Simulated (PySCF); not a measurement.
Cl3H2NTi, multiplicity 1. Atoms are numbered in the order given.

```xyz
7

Ti     0.1935     0.0284     0.0000
Cl    -0.4999     0.9892    -1.8400
Cl    -0.4999     0.9892     1.8400
Cl    -0.3895    -2.0926     0.0000
N      2.0239     0.1442     0.0000
H      2.5968     0.1530    -0.8440
H      2.5968     0.1530     0.8440
```

The structure is a stationary point at B3LYP-D3(BJ)/def2-SVP. The spin state was assumed, not searched. The isomer is the one that the SMILES or the coordinates give; other isomers of the formula were not compared. Other conformers were not sampled.

These are PBE0/pcSseg-1 (PySCF) values and carry that method's errors.

GIAO shieldings, no solvent; atoms listed in one row are averaged. δ = σ(ref) − σ: ³⁵Cl against HCl (σ = 945.9 ppm); ¹⁵N against NH3 (σ = 267.4 ppm); ¹H against TMS (σ = 31.56 ppm), references at their B3LYP-D3(BJ)/def2-TZVP geometries, non-relativistic (without spin–orbit terms, shifts of atoms bonded to Cl or Br come out too high).

Estimate the chemical shifts. (An estimate is asked for; the answer gives what the named calculation found.)


| nucleus | atoms | count | δ (ppm) |
|---|---|---|---|
| ³⁵Cl | Cl2, Cl3 | 2 | 832.2 |
| ³⁵Cl | Cl4 | 1 | 743.0 |
| ¹⁵N | N5 | 1 | 303.4 |
| ¹H | H6, H7 | 2 | 9.95 |
